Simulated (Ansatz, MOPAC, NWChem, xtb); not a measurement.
## ZrO (SMILES [O][Zr]): methods side by side

ZrO, singlet, SMILES `[O][Zr]`. Each level relaxes the structure for itself.

Each level gives the equilibrium bond length (Å). The values are calculated.

| level | kind | program | value (Å) |
| --- | --- | --- | --- |
| PM6 | semi-empirical | MOPAC | 1.788 |
| PM7-HH | semi-empirical | MOPAC | 1.763 |
| GFN1-xTB | semi-empirical | xtb | 1.773 |
| GFN2-xTB | semi-empirical | xtb | 1.752 |
| SVWN5/def2-TZVP (core potential) | LDA | NWChem | 1.738 |
| PBE-D3(BJ)/def2-TZVP (core potential) | GGA | Ansatz | 1.724 |
| r2SCAN/def2-TZVP (core potential) | meta-GGA | Ansatz | 1.715 |
| B3LYP-D4/def2-TZVP (core potential) | global hybrid | Ansatz | 1.718 |
| wB97X-V/def2-TZVP (core potential) | range-separated hybrid | Ansatz | 1.704 |

The values span 1.704 to 1.788 Å.
